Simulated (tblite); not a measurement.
C3H9FSi2.
Atom-mapped SMILES: `[F:1]/[C:2]([SiH3:3])=[CH:4]\[CH2:5][SiH3:6]` (hydrogens: H7, H8, H9 on Si3; H10 on C4; H11, H12 on C5; H13, H14, H15 on Si6)

The geometry is computed with GFN2-xTB (gas phase).

Problem. What internal coordinates does the optimisation give?

Solution. 
```
                     bond  length (Å)
                    F1–C2       1.372
                   C2–Si3       1.885
                    C2=C4       1.330
                    C4–C5       1.482
                   C5–Si6       1.915
   Si3–H7, Si3–H8, Si3–H9       1.464
                   C4–H10       1.080
           C5–H11, C5–H12       1.090
Si6–H13, Si6–H14, Si6–H15       1.464
```

Bonds in one row agree within 0.01 Å and their mean is given. A selection of angles:
```
      angle  degrees
  F1–C2–Si3    113.6
   F1–C2–C4    117.8
  Si3–C2–C4    128.6
  C2–Si3–H7    108.4
  C2–Si3–H8    109.1
  H7–Si3–H8    109.9
  H7–Si3–H9    111.4
   C2–C4–C5    125.7
  C2–C4–H10    116.9
  C5–C4–H10    117.3
  C4–C5–Si6    110.1
  C4–C5–H11    110.1
 Si6–C5–H11    109.6
 H11–C5–H12    108.1
 C5–Si6–H13    109.2
 C5–Si6–H14    108.2
H13–Si6–H14    110.8
H13–Si6–H15    109.9
```

Dihedral angles: F1–C2–C4–C5 2° (synperiplanar); C2–C4–C5–Si6 94° (anticlinal). The mirror-image conformer, all signs reversed, is as good.

Si6 (SiH3 silicon) is tetrahedral (angles from 108.2° to 110.8°). The 2 C–Si bonds span 1.885 Å (C2–Si3, drawn single) to 1.915 Å (C5–Si6, drawn single), a spread of 0.030 Å. Si3 (SiH3 silicon) is tetrahedral (angles from 107.0° to 111.4°). Of the pairs four or more bonds apart, F1···H12 is among the closest relative to their van der Waals radii: 2.48 Å, 93 % of the sum of Bondi's values. The C–C distances run from 1.330 Å (C2=C4, drawn double) to 1.482 Å (C4–C5, drawn single), a spread of 0.152 Å.

Point group: C1 (no symmetry element, even within 0.4 Å). Its GFN2-xTB frequencies are all real (lowest 43 cm⁻¹). One conformer, not necessarily the lowest.
